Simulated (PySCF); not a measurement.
# Re³⁺: interval between two levels

Re³⁺ [Xe] 4f14 5d4 [5D4, M_J = 4] → Re³⁺ [Xe] 4f14 5d3 6s1 [5F5, M_J = 5], as a difference of total energies. All numbers are calculated (PySCF 2.14, the two-component X2C-1e Hamiltonian, in x2c-SVPall-2c with one added diffuse shell each of s, d type (8s9p10d2f, 99 functions)). "Screened" scales the spin-orbit matrix elements by Boettger's factors to mimic the two-electron term; Breit and QED terms are absent.

```
                   method  interval between two levels (cm⁻¹)
          GHF (spin-free)                               43686
GHF (screened spin-orbit)                               45857
```

The labels give the starting determinants; with spin-orbit coupling the two ends relaxed to ⟨J²⟩ = 20.05, ⟨L²⟩ = 7.19, ⟨S²⟩ = 5.47 and ⟨J²⟩ = 30.02, ⟨L²⟩ = 13.54, ⟨S²⟩ = 5.43.
